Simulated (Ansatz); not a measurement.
Species: CH7BNO2, net charge 1, singlet state. It need not be the lowest isomer of its formula. 
Coordinates optimised at B3LYP-D3(BJ)/def2-TZVP (Ansatz, a program for electronic structure):
SMILES: CNB(O)[OH2+]
```xyz
12

C      1.9868     0.3847     0.1735
N      0.8671    -0.5534     0.0347
B     -0.4764    -0.2879    -0.0360
O     -1.6060    -1.0010    -0.0967
O     -0.8793     1.1731    -0.0508
H      1.6431     1.3377     0.5768
H      2.7116    -0.0098     0.8827
H      2.4848     0.5537    -0.7818
H      1.1533    -1.5205    -0.0215
H     -1.5847    -1.9588    -0.0009
H     -0.3050     1.8735    -0.3998
H     -1.8282     1.3520    -0.1795
```
Charge +1, spin multiplicity 1.

Total electronic energies in hartree. Correlated levels leave the core frozen unless marked. Spin-orbit coupling is left out. No relativistic terms. Basis-set limits of correlation are two-point, X^-3; Hartree-Fock from the larger set.

| level | program | energy (Eh) |
|---|---|---|
| RI-HF/cc-pVTZ | Ansatz | -270.79289 |
| PBE/def2-TZVPD | Ansatz | -272.00826 |
| PBE-D3(BJ)/def2-TZVPD | Ansatz + dftd3 | -272.01558 |
| PBE0/def2-TZVPD | Ansatz | -272.02736 |
| B2PLYP-D3(BJ)/def2-TZVPD | Ansatz + dftd3 | -272.13432 |
| B2PLYP/def2-TZVPD | Ansatz | -272.12890 |
| SCS-MP2/cc-pVQZ | Ansatz | -271.83809 |
| CCSD(T) with core electrons/cc-pwCVTZ | Ansatz | -272.08648 |
| CCSD(T)/CBS(cc-pVTZ,cc-pVQZ) | Ansatz | -271.9485 |

Totals of different functionals don't rank their quality; only differences between species are comparable.
